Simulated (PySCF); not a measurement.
Vertical excitations of a molecule C₂H₈N₂Si from TDA-B3LYP/def2-SVPD run with PySCF 2.14.0, as energy in eV (oscillator strength): 4.30 (0.000), 5.80 (0.044), 6.13 (0.006), 6.43 (0.048), 6.71 (0.030), 7.02 (0.043), 7.24 (0.046), 7.31 (0.208), 7.45 (0.014), 7.66 (0.011). Lowest triplet (TDA): 3.73 eV. Coordinates come from a B3LYP-D3(BJ)/def2-SVP optimisation. One conformer was computed; it need not be the lowest.

Q: Which structure fits?
A. C/C=N/[SiH2]N
B. NC/C=N/[SiH3]
C. C/N=C/[SiH2]N
D. C=C[SiH](N)N

A: A, C/C=N/[SiH2]N
